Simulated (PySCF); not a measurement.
# Radial density of Sr (strontium, neutral)

B2PLYP, [Kr] 5s1 5p1, 5s spin antiparallel (an excited configuration). Calculation: PySCF 2.14, in def2-QZVPPD with the def2 core potential (28 electrons) (7s5p4d3f, 63 functions); a scalar-relativistic core potential. This is the valence pseudo-density: the core potential removes the inner electrons and smooths the orbitals near the nucleus.

| r (bohr) | 4πr²ρ (e/bohr) | 4πr²(ρα − ρβ) |
| --- | --- | --- |
| 0.0812 | 1.509e-05 | 0.0000 |
| 0.137 | 9.909e-05 | 0.0000 |
| 0.230 | 0.001033 | 0.0000 |
| 0.386 | 0.02672 | -0.0003 |
| 0.650 | 0.9471 | -0.0118 |
| 1.09 | 6.249 | -0.0261 |
| 1.84 | 3.928 | -0.0102 |
| 3.09 | 0.6366 | -0.1992 |
| 5.20 | 0.3721 | 0.0302 |
| 8.75 | 0.07423 | 0.0573 |
| 14.7 | 0.0008780 | 0.0008 |

Energies and moments cover only the electrons outside the core potential. With the s spin flipped the determinant is a mixture of two multiplicities, not a spectroscopic state.
